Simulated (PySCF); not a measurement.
## Br⁺: ionisation energy

Br⁺ [Ar] 3d10 4s2 4p4 (3P) → Br²⁺ [Ar] 3d10 4s2 4p3 (4S), as a difference of total energies. Calculation: PySCF 2.14, in def2-QZVPPD (12s8p5d4f1g, 98 functions); the non-relativistic Hamiltonian (point nucleus). Correlated levels: valence: [Ar] 3d10 frozen; valence and next inner shell: [Ne] frozen. The calculations carry no spin-orbit coupling.

```tsv
method	ionisation energy (eV)
UHF	20.249
LDA	21.664
PBE	21.386
PBE0	21.395
r2SCAN	21.462
LC-wPBE	21.550
wB97X-V	21.536
BHandHLYP	21.404
M06-2X	21.247
MP2 (valence)	21.050
SCS-MP2 (valence)	21.142
MP2 (valence and next inner shell)	21.159
SCS-MP2 (valence and next inner shell)	21.216
```

How much does correlation contribute at MP2 (valence and next inner shell)?

21.159 − (20.249) = 0.910 eV, measured against UHF.

A first-order spin-orbit estimate (lowest level to lowest level, LS coupling) adds 0.156 eV.

These non-relativistic numbers lack the scalar-relativistic shift.

Errors of the correlated levels include the incompleteness of this basis and the frozen core.

For comparison: 21.591 eV (measured; NIST Atomic Spectra Database, ionization energies).
